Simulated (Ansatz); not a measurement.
Start from `CC[CH2][SnH3]` and change one atom or group to get `CCCOC`.

Ansatz, PBE0-D4/def2-TZVP geometries, multiplicity 1. Each molecule was computed in one conformer, which needn't be the lowest.

Elements past krypton have def2 core potentials.

| property | `CC[CH2][SnH3]` |
| --- | --- |
| HOMO energy (B3LYP/def2-TZVPP) / eV | -7.62 |
| LUMO energy (PBE0/def2-TZVPP) / eV | 0.35 |
| size of the dipole moment (PBE/def2-TZVPP) / D | 1.03 |
| HOMO–LUMO gap (PBE/def2-TZVPP) / eV | 6.29 |
| HOMO energy (PBE0/def2-TZVPP) / eV | -7.82 |
| LUMO energy (PBE/def2-TZVPP) / eV | -0.39 |

Task: What does the change do to each property? (An estimate is asked.)

Result: The calculation gave: 
```tsv
property	`CCCOC`	shift
HOMO energy (B3LYP/def2-TZVPP) / eV	-7.13	0.49
LUMO energy (PBE0/def2-TZVPP) / eV	1.29	0.94
size of the dipole moment (PBE/def2-TZVPP) / D	0.93	-0.10
HOMO–LUMO gap (PBE/def2-TZVPP) / eV	6.26	-0.03
HOMO energy (PBE0/def2-TZVPP) / eV	-7.35	0.47
LUMO energy (PBE/def2-TZVPP) / eV	0.49	0.88
```

With PBE0 the HOMO rises by 0.47 eV and the LUMO rises by 0.94 eV, so the gap widens by about 0.47 eV. PBE moves the HOMO by 0.91 eV and ωB97M-V by 0.19 eV. Dipoles are sizes alone; their direction can turn.

B3LYP here is the variant with VWN-RPA as its local correlation; programs differ in this.
